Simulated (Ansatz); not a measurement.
Molecule: ZnI (charge 0, doublet). The spin state was set by rule; other spins were not relaxed. SMILES of the parent species: [Zn][I]
Coordinates optimised at B3LYP-D3(BJ)/def2-TZVP (Ansatz, a first-principles code):
```
Zn
I 1 2.5509
```
Charge 0, spin multiplicity 2.

Parts of the frozen-core correlation energy in def2-QZVPP (Ansatz, hartree). Frozen orbitals: 18; correlated occupied orbitals by spin: 10 and 9; virtual: 154 and 155. Open shells are spin-unrestricted. No spin-orbit coupling. In def2 rows, elements after Kr have scalar-relativistic effective core potentials.

```
term                             value
-------------------------  -----------
reference (HF)             -2074.55385
MP2 opposite-spin             -0.44046
MP2 same-spin                 -0.22244
CCSD correlation              -0.63117
(T)                           -0.02460
T1 diagnostic                    0.021
largest doubles amplitude        0.030
<S^2> of the reference           0.759
```
